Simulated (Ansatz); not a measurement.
System: MoF3 (charge 0, quartet). The spin state was set by rule; other spins were not relaxed. 
Structure (B3LYP-D3(BJ)/def2-TZVP (Ansatz, an electronic-structure program) minimum search):
```xyz
4

Mo     0.0000     0.0000     0.0000
F      1.8038    -0.3469    -0.3084
F     -0.7840    -0.5087     1.6111
F     -1.0197     0.8556    -1.3027
```
Charge 0, spin multiplicity 4.

Question: Give the harmonic wavenumbers at B3LYP-D3(BJ)/def2-TZVP (Ansatz, finite differences of forces, unscaled).

Answer: 147, 165, 165, 663, 694, 694 cm⁻¹. Zero-point energy 3.6 kcal/mol.

Question: From these and the geometry, give the ideal-gas thermochemistry at 298.15 K and 1 atm (rigid rotor, harmonic oscillator).

Answer: Point group D3h, rotational symmetry number 6. Rotational constants 5.112, 5.112, 2.556 GHz. S(trans) 40.98, S(rot) 22.42, S(vib) 8.66, S(elec, spin only) 2.75, S 74.8 cal/(mol K). H(298) - H(0) 3.78 kcal/mol; G - E(el) -14.9 kcal/mol.
